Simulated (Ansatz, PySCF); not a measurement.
Input for PySCF:
```python
from pyscf import gto, scf, dft

mol = gto.M(
    atom='''
Be    0.88495218    0.42830483   -0.38015508
C     1.39662151   -0.60768527    1.05205713
C     0.95147789   -1.93514229    0.46554251
H     0.82845398   -0.44311119    1.98329159
H     2.44841924   -0.71955583    1.38032029
H     1.51302885   -2.15105337   -0.45002473
H    -0.10018075   -1.88438454    0.18991389
H     1.07323820   -2.81030499    1.13446827
C    -0.98415472    0.55670125   -0.46277029
C    -1.58167665    1.89074909   -0.90050341
H    -1.39939613    0.33177120    0.53383697
H    -1.41619321   -0.22157419   -1.12140351
H    -1.25836344    2.14055156   -1.91569281
H    -1.23494686    2.69569103   -0.24647054
H    -2.68747680    1.92101417   -0.89357480
''',
    basis='sto-3g',
    charge=-1,
    spin=1,
    verbose=4,
)

mf = dft.UKS(mol)
mf.xc = 'bhandhlyp'
mf.grids.atom_grid = (99, 590)
mf.grids.prune = None
mf.kernel()
```

Q: Give the equivalent Ansatz (an electronic-structure program) input.

A: This is not unique; one that fits is 
Ansatz 0.2 input:
```yaml
crystal:
  periodic: [false, false, false]
  atoms:
    - {symbol: Be, position_ang: [0.88495218, 0.42830483, -0.38015508]}
    - {symbol: C, position_ang: [1.39662151, -0.60768527, 1.05205713]}
    - {symbol: C, position_ang: [0.95147789, -1.93514229, 0.46554251]}
    - {symbol: H, position_ang: [0.82845398, -0.44311119, 1.98329159]}
    - {symbol: H, position_ang: [2.44841924, -0.71955583, 1.38032029]}
    - {symbol: H, position_ang: [1.51302885, -2.15105337, -0.45002473]}
    - {symbol: H, position_ang: [-0.10018075, -1.88438454, 0.18991389]}
    - {symbol: H, position_ang: [1.07323820, -2.81030499, 1.13446827]}
    - {symbol: C, position_ang: [-0.98415472, 0.55670125, -0.46277029]}
    - {symbol: C, position_ang: [-1.58167665, 1.89074909, -0.90050341]}
    - {symbol: H, position_ang: [-1.39939613, 0.33177120, 0.53383697]}
    - {symbol: H, position_ang: [-1.41619321, -0.22157419, -1.12140351]}
    - {symbol: H, position_ang: [-1.25836344, 2.14055156, -1.91569281]}
    - {symbol: H, position_ang: [-1.23494686, 2.69569103, -0.24647054]}
    - {symbol: H, position_ang: [-2.68747680, 1.92101417, -0.89357480]}
basis:
  gaussian:
    orbitals: STO-3G
hamiltonian:
  xc: {name: BHLYP}
total_charge: -1
magnetization: {spin_polarized: true, initial_magnetization: 1}
accuracy: high
```

Both were run: PySCF gave -170.851136 Eh and Ansatz -170.851136 Eh, 0.000 mEh apart.
